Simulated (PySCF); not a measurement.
Species: W(CH)(OH)3, CH4O3W (singlet state).
Geometry (PBE0-D3(BJ)/def2-SVP, Å), atoms numbered from 1 in this order:
```xyz
9
CH4O3W angstrom
W      0.0092   -0.0093   -0.3779
C      0.0330   -0.0006    1.3671
H      0.0469    0.0069    2.4598
O      1.7794    0.3978   -0.9154
H      2.5069    0.5708   -0.3100
O     -1.2441    1.3225   -0.8742
H     -1.7404    1.8634   -0.2526
O     -0.5260   -1.7584   -0.8723
H     -0.7322   -2.4624   -0.2501
```

Computed, not measured: PBE0-D3(BJ)/def2-SVP geometry optimisation, gas phase, def2 core potentials past Kr in PySCF.

Masses are those of the commonest isotopes; rigid-rotor values at the optimised geometry. The values belong to one conformer.

Give the principal moments of inertia and the rotational constants in MHz.

Ia = 146.77, Ib = 147.19, Ic = 179.66 u·Å²; 505379 MHz·u·Å²/I gives A = 3443, B = 3433, C = 2813 MHz.

Classify the top.

An oblate symmetric top, as the point group C3v requires two equal moments; the computed ones differ by 0.29 % because the geometry is symmetric only within the optimiser's tolerance. Ray's parameter κ = (2B − A − C)/(A − C) = 0.969; −1 is the prolate and +1 the oblate limit.

Is it planar, by Δ = Ic − Ia − Ib?

Not planar: Δ = Ic − Ia − Ib = -114.30 u·Å². For a rigid frame Δ = −2 Σ m c², so Σ m c² = 57.15 u·Å² lies off the ab plane: 8.16 from hydrogen and 48.99 from heavier atoms. The atom farthest from that plane is 2.84 Å away.

Where do the R-branch lines fall?

The dipole of 1.95 D lies along the symmetry axis, so ΔK = 0 and J+1 ← J falls at 2B(J+1) for every K: 6.88 GHz, 13.75 GHz, 20.63 GHz, 27.51 GHz, 34.38 GHz for J = 0 to 4.

Estimate the classical rotational partition function at 200 K, 298.15 K and 500 K.

Point group C3v, symmetry number σ = 3; q = (√π/σ)·√((kT/h)³/(ABC)), k/h = 20836.6 MHz/K: 27600 at 200 K, 50200 at 298.15 K, 109000 at 500 K.

Stationary, but not proved a minimum. These are rigid-rotor constants of the computed structure; measured ground-state constants (B0) also hold zero-point vibration.
